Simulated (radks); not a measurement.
Results of a calculation; reference values are marked as such.
Successive ionisation energies (eV) of one element, from differences of total energies of ions in their ground configurations, starting at charge 22: 1076.4, 1145.4, 1215.9, 1287.9, 1361.3, 1436.1, 1640.8, 1708.6, 1777.1, 1846.1, 1915.6, 1985.3, 2125.9, 2189.0, 5268.8, 5462.6, 5658.4, 5855.9, 6054.6, 6253.6, 6533.1, 6688.0. Level of theory: non-relativistic Kohn-Sham, LDA (Slater exchange, Perdew-Wang correlation), spin-unpolarised, spherical densities, point nucleus; relativity is left out, which matters for an element this heavy (a radial shooting solver on a logarithmic mesh with Libxc functionals). Which element is it?

Answer. Palladium (Z = 46). The first species listed is Pd22+ in [Ar] 3d6, the last Pd43+ in [He] 2s1.
